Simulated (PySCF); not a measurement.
**Computed spin Hamiltonian**

Compound: C₃H₁₂NSi₂ (doublet state).
Geometry (GFN2-xTB, Å), atoms numbered from 1 in this order:
```xyz
18
C3H12NSi2 angstrom
C     -0.7739    1.7366   -0.9566
C     -0.4991    0.9430    0.3219
N     -0.4212   -0.4819    0.1279
C     -1.6991   -1.1168   -0.0537
Si     0.9951   -1.2232   -0.5255
Si     2.7669   -0.2791    0.5382
H     -0.7836    2.8023   -0.7424
H      0.0003    1.5334   -1.6932
H     -1.7375    1.4617   -1.3798
H      0.4526    1.2769    0.7505
H     -1.2890    1.1530    1.0544
H     -1.5695   -2.1961   -0.0215
H     -2.3779   -0.8220    0.7521
H     -2.1726   -0.8608   -1.0093
H      1.0030   -1.2051   -2.0125
H      0.8525   -2.6446   -0.1745
H      3.9674   -1.1077    0.6826
H      3.2768    1.0368    0.1297
```

The hyperfine couplings belong to this conformer and change with its torsions.

As a line formula: `CCN(C)[SiH2][SiH2]` [radical].

Theory: UKS B3LYP, pcH-1 on C H N Si, non-relativistic, mean-field spin-orbit, GIAO in PySCF 2.14.0. One conformer (not necessarily the lowest) at the GFN2-xTB geometry, without solvent, vibrations or thermal averaging. Couplings are sensitive to structure, and on GFN2-xTB geometries they can be far from those on DFT ones, by a factor of two or more for some ions and for spin on atoms past the first row. Stability of the SCF solution: not tested.

```
g1, g2, g3                      : 2.00225, 2.00455, 2.00576
g_iso                           : 2.00419
Form of g                       : rhombic: the two nearest values differ by 34 % of g3 − g1
⟨S²⟩                            : 0.7523 (exact 0.7500)
HOMO–LUMO gap, α and β orbitals : 5.64, 3.07 eV
Total energy                    : -755.27503 Eh
Basis functions                 : 290
```

Isotropic coupling and dipolar principal values T1 to T3, in G (MHz turned into gauss with g_iso; 10 G = 1 mT):

```csv
atom,isotope,a_iso,of which spin–orbit,T1,T2,T3,Mulliken spin population
C1,13C,-0.1,0.0,-0.1,-0.1,0.2,0.00
C2,13C,1.1,0.0,-0.4,-0.2,0.6,0.00
N3,14N,0.4,0.0,-0.1,0.0,0.1,0.00
C4,13C,-0.3,0.0,-0.1,0.0,0.1,0.00
Si5,29Si,-1.7,0.0,-3.1,1.1,2.0,0.02
Si6,29Si,-126.6,0.3,-62.9,31.2,31.7,0.99
H7,1H,0.2,0.0,-0.2,-0.2,0.4,0.00
H8,1H,0.0,0.0,-0.4,-0.3,0.7,0.00
H9,1H,0.6,0.0,-0.2,-0.2,0.4,0.00
H10,1H,-0.1,0.0,-1.5,-1.2,2.7,0.00
H11,1H,-0.2,0.0,-0.4,-0.3,0.8,0.00
H12,1H,0.0,0.0,-0.3,-0.2,0.5,0.00
H13,1H,-0.1,0.0,-0.2,-0.2,0.4,0.00
H14,1H,0.4,0.0,-0.2,-0.2,0.4,0.00
H15,1H,20.0,0.0,-0.9,0.0,0.9,0.03
H16,1H,-1.2,0.0,-0.8,-0.5,1.3,0.00
H17,1H,-1.8,0.0,-3.7,0.7,3.0,-0.02
H18,1H,0.7,0.0,-3.7,0.8,2.9,-0.02
```

The largest Mulliken spin population is on Si6 (+0.99). The angles at Si6 add up to 342.0°, so it is pyramidal.

Axes: g2 points within 12° of the Si5–Si6 bond.

Under fast tumbling the dipolar parts average out, and these isotropic splittings remain: 2 × 1H (H15/H16, I = 1/2, 3 lines) with 0.94 mT, 2 × 1H (H17/H18, I = 1/2, 3 lines) with 0.06 mT and 1 × 14N (N3, I = 1, 3 lines) with 0.04 mT.

Nuclei that the bonding pattern makes equivalent are averaged, as if the motion that swaps them (rotation, inversion, ring flip) were fast. The 1H value of +26.3 MHz is a mean of couplings from -3.5 to 56.2 MHz in this one geometry, not an average over conformers. The 1H value of -1.6 MHz is a mean of couplings from -5.1 to 1.9 MHz in this one geometry, not an average over conformers.

The 29Si coupling of Si6 (-355.2 MHz) shows only in satellite lines or after enrichment, since that isotope makes up about 4.7 % of natural silicon.
